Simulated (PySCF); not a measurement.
Compound: C5H9OS (doublet state).
Geometry (GFN2-xTB, Å), atoms numbered from 1 in this order:
```xyz
16
C5H9OS angstrom
C     -2.440    0.418   -0.166
C     -1.753   -0.599    0.656
C     -0.426   -1.104    0.294
O      0.553   -0.036    0.400
C      1.665   -0.121   -0.296
C      2.567    1.057   -0.109
S      2.054   -1.377   -1.267
H     -3.369    0.018   -0.586
H     -1.807    0.751   -0.984
H     -2.726    1.284    0.437
H     -2.221   -0.942    1.561
H     -0.098   -1.920    0.946
H     -0.376   -1.455   -0.752
H      1.984    1.977   -0.103
H      3.313    1.085   -0.896
H      3.072    0.974    0.854
```

The hyperfine couplings belong to this conformer and change with its torsions.

Identity: `C[CH]COC(C)=S` [radical].

The calculation used UKS B3LYP, pcH-1 on C H O S, non-relativistic, mean-field spin-orbit, GIAO (PySCF 2.14.0). One conformer (not necessarily the lowest) at the GFN2-xTB geometry, without solvent, vibrations or thermal averaging. A GFN2-xTB geometry isn't a minimum of the functional, and hyperfine couplings can be far from their values at a DFT geometry. The SCF solution wasn't tested for stability.

Mulliken spin populations: C1 -0.080, C2 +1.005, C3 -0.049, O4 +0.030, C5 +0.002, C6 +0.003, S7 +0.016, H8 +0.048, H9 +0.001, H10 +0.036, H11 -0.043, H12 +0.001, H13 +0.027, H14 0.000, H15 +0.002, H16 0.000.

(1) Give the computed dipolar 1H tensors of H8, H9, H10, H12, H13, H14, H15, H16.

(2) Estimate them with point dipoles: put each population ρk at its nucleus, leave out the nucleus itself and the atom bound to it, and sum T = Σ [ρk/(2S)]·C·(3 n nᵀ − 1)/r³ with C = μ0 gₑ μB g_N μN/(4π h) = 79.06 MHz Å³.

(3) If all the spin sat on C2, T∥ = 2C/r³. What distance does the computed T3 of H16 then imply?

Answers

(1) 
```csv
atom,position,distance from C2 (Å),T1 (MHz),T2,T3
H8,"β, 2 bonds from C2",2.13,-5.44,-3.60,9.04
H9,"β, 2 bonds from C2",2.13,-4.49,-3.81,8.30
H10,"β, 2 bonds from C2",2.13,-5.21,-3.62,8.83
H12,"β, 2 bonds from C2",2.14,-5.59,-4.34,9.93
H13,"β, 2 bonds from C2",2.15,-6.61,-2.11,8.72
H14,5 bonds from C2,4.60,-1.07,-0.59,1.66
H15,5 bonds from C2,5.56,-0.73,-0.41,1.14
H16,5 bonds from C2,5.08,-0.87,-0.56,1.43
```

(2) 
```
atom  T1 (MHz)     T2     T3  T3, computed  difference in T3 (%)
  H8     -8.59  -7.24  15.84          9.04                   +75
  H9     -8.46  -7.13  15.59          8.30                   +88
 H10     -8.75  -6.98  15.73          8.83                   +78
 H12     -8.01  -7.47  15.47          9.93                   +56
 H13     -8.27  -7.26  15.53          8.72                   +78
 H14     -0.96  -0.76   1.72          1.66                    +4
 H15     -0.57  -0.46   1.03          1.14                    -9
 H16     -0.72  -0.58   1.31          1.43                    -9
```

In T3 the estimate is closest for H14 (+4 %, 4.60 Å from C2) and worst for H9 (+88 %, 2.13 Å).

(3) r = (2 × 79.06/1.43)^(1/3) = 4.80 Å, against 5.08 Å in the structure.

Hardware: Arm Neoverse V2, one thread, shared host. Cost: 66 s wall (with the writing of density and orbital grids), 1.0 GiB resident at most.
